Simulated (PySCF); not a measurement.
## Ionisation energy of Te by level of theory

Te [Kr] 4d10 5s2 5p4 [5p1/2^2 5p3/2^2, M_J = 2] → Te⁺ [Kr] 4d10 5s2 5p3 [5p1/2^2 5p3/2^1, M_J = 3/2], as a difference of total energies. All numbers are calculated (PySCF 2.14, the two-component X2C-1e Hamiltonian, in x2c-TZVPall-2c with one added diffuse shell each of s, p, d, f type (9s10p6d3f, 90 functions)). Correlated levels: [Ar] 3d10 frozen; the 6 highest virtual spinors dropped. "Screened" scales the spin-orbit matrix elements by Boettger's factors to mimic the two-electron term; Breit and QED terms are absent.

Question: Order these methods by the ionisation energy they give, lowest first.
A. GHF (screened spin-orbit)
B. GHF (spin-free)
C. GMP2 (spin-free)
D. GMP2 (screened spin-orbit)

Answer: B (7.644 eV), A (7.892 eV), C (8.458 eV), D (8.686 eV).

The spin-free rows relax to the high-spin LS determinant and lack the spin-orbit shift.

Errors of the correlated levels include the incompleteness of this basis and the frozen core.

The labels give the starting determinants; with spin-orbit coupling the two ends relaxed to ⟨J²⟩ = 6.03, ⟨L²⟩ = 2.29, ⟨S²⟩ = 1.90 and ⟨J²⟩ = 3.75, ⟨L²⟩ = 0.10, ⟨S²⟩ = 3.66.

For comparison: 9.010 eV (measured; NIST Atomic Spectra Database, ionization energies).
